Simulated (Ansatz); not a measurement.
Ansatz (an electronic-structure program) input (RPA@PBE/def2-QZVPP):
A basis named .json is the Basis Set Exchange file of that set.

Ansatz 0.2 input:
```yaml
crystal:
  periodic: [false, false, false]
  atoms:
    - {symbol: Zn, position_ang: [-0.44505489, -0.68011869, -0.64651536]}
    - {symbol: Cl, position_ang: [1.37232915, 0.83090073, -0.34670743]}
    - {symbol: Cl, position_ang: [-0.58693816, 0.36930873, 1.48761689]}
basis:
  gaussian:
    orbitals: def2-QZVPP.json
hamiltonian:
  xc: pbe
magnetization: {spin_polarized: true, initial_magnetization: 2}
correlation: {method: rpa, electrons: outside_noble_gas}
```

Output:

```
Functional definition: PBE
integrals: 0.68 GiB planned
1518 factors; integrals over basis functions are off by at most 1.0e-3 eV
mean field: 1.27 GiB planned
mean field evaluation 1: about -73446.5998 eV, gradient 3.9e1 eV
mean field evaluation 2: about -73446.5959 eV, gradient 3.9e1 eV
mean field evaluation 4: about -73449.9087 eV, gradient 9.3e0 eV
mean field evaluation 8: about -73450.1315 eV, gradient 2.6e-1 eV
mean field evaluation 16: about -73450.1318 eV, gradient 2.6e-4 eV
mean field -73450.13177714 eV, -2699.2425565226 hartree, gradient 7.5e-7 eV, S^2 2.003755; 0 other end points of the search recorded, 0 dependent functions left out
19 core orbitals not correlated
reference -73384.12055433 eV, -2696.8166888282 hartree; 14, 12 occupied and 207, 209 virtual orbitals, 1518 factors
Total energy: -73421.33032701 eV, -2698.1841227523 hartree
```

The spin state was set by rule; other spins were not relaxed.
